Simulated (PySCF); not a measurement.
Species: FGe2H6N.
Cartesian coordinates in Å at the PBE0-D3(BJ)/def2-SVP level; atoms count from 1:
```xyz
10
FGe2H6N angstrom
F      1.9276   -0.7164    1.6151
Ge     1.6125   -0.1935   -0.0265
N      0.0480    0.7093   -0.1061
Ge    -1.6380   -0.0346   -0.1045
H      2.7764    0.7393   -0.3835
H      1.4931   -1.4799   -0.8493
H      0.0960    1.6803    0.1907
H     -1.4664   -1.4616   -0.6496
H     -2.2502   -0.0748    1.3104
H     -2.5462    0.7999   -1.0272
```

Theory: MP2 and CCSD/aug-cc-pVDZ in PySCF, restricted Hartree–Fock reference, frozen core, non-relativistic, gas phase, PBE0-D3(BJ)/def2-SVP geometry.

E(HF) = -4308.12436 Eh.

**Question.** How large is the problem?

**Answer.** 172 basis functions and 86 electrons; 20 orbitals frozen, which leaves o = 23 correlated occupied and v = 129 virtual orbitals. That is o·v = 2967 singles and o·v(o·v + 1)/2 = 4403028 distinct closed-shell doubles amplitudes before symmetry; the costliest CCSD step grows as o²v⁴ = 1.5 × 10^11.

**Question.** What are the MP2 and CCSD correlation energies?

**Answer.** MP2 -0.6503 Eh and CCSD -0.6932 Eh, which gives totals of -4308.77464 and -4308.81755 Eh. That is 0.410 eV for each correlated electron at CCSD (1820 kJ/mol in all, 0.016 % of the total energy); MP2 gives 93.8 % of the CCSD value.

**Question.** What is the T1 diagnostic?

**Answer.** 0.0110, below the customary warning level of 0.02. It is the norm of the spatial-orbital singles amplitudes over the root of the number of correlated electrons, so the norm is 0.075.

**Question.** How does correlation change the dipole moment?

**Answer.** HF gives 2.34 D and CCSD (unrelaxed density) 2.19 D, a change of -0.15 D.

Connected triples and the basis-set limit are missing.

The job also held the EOM ionisation roots. The run took 7.2 min on one thread of an Intel Xeon at 2.60 GHz (shared host), and the process peaked at 3.1 GiB of memory.

One conformer stands for the species.
